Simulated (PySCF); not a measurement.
Dipole moment and polarisability of `O=CNC1=CCC(F)=C1`

Species: C6H6FNO.
Structure used (GFN2-xTB), in Å, numbered top down from 1:
```
atom  x, y, z in Å
O1    -2.737   -1.172    0.304
C2    -2.685    0.022    0.171
N3    -1.557    0.768    0.072
C4    -0.255    0.275    0.109
C5     0.165   -0.998    0.244
C6     1.658   -1.029    0.227
C7     1.989    0.415    0.062
F8     3.257    0.837   -0.003
C9     0.887    1.168   -0.007
H10   -3.589    0.658    0.114
H11   -1.644    1.768   -0.036
H12   -0.450   -1.869    0.349
H13    2.076   -1.437    1.150
H14    2.052   -1.631   -0.595
H15    0.828    2.234   -0.125
```

Level: PBE0/def2-SVPD (PySCF), static field, nuclei fixed, core orbitals frozen in the response. The polarisability tensor in these axes (au):

```
x   105.88  -3.88  -0.35
y    -3.88  83.67  -3.63
z    -0.35  -3.63  50.83
```

Q: Give the principal values, the mean and the anisotropy Δα = √{½[(α1 − α2)² + (α2 − α3)² + (α1 − α3)²]}.

A: Principal values 50.42, 83.42 and 106.54 au; mean 80.13 au = 11.87 Å³ = 13.21 × 10⁻⁴⁰ C²·m²/J; Δα = 48.85 au (61 % of the mean).

Q: What is the dipole moment, and where does it point?

A: (0.16, 2.66, -0.29) D, 2.68 D in size, pointing from the negative to the positive side. Measured along this direction, the outermost atoms are H12 at the negative end and H15 at the positive end.

Q: What molar refraction does this α imply?

A: Lorentz–Lorenz: R = (4π/3)N_A α = 2.5225 cm³/(mol·Å³) × 11.87 Å³ = 30.0 cm³/mol, in the limit of long wavelengths.

Q: Refractivity n − 1 of an ideal gas of it at 350 K and 1 atm, from the electronic α?

A: N = p/kT = 2.0968 × 10¹⁹ cm⁻³, so n − 1 = 2π × N × 11.87 × 10⁻²⁴ cm³ = 1564 × 10⁻⁶ at long wavelengths.

Q: What depolarisation ratio follows for Rayleigh scattering of linearly polarised light, taking the static tensor?

A: ρ = 3Δα²/(45ᾱ² + 4Δα²) = 7159.4/(288914 + 9545.9) = 0.024.

One conformer (not necessarily the lowest) at the GFN2-xTB geometry, without solvent, vibrations or thermal averaging.
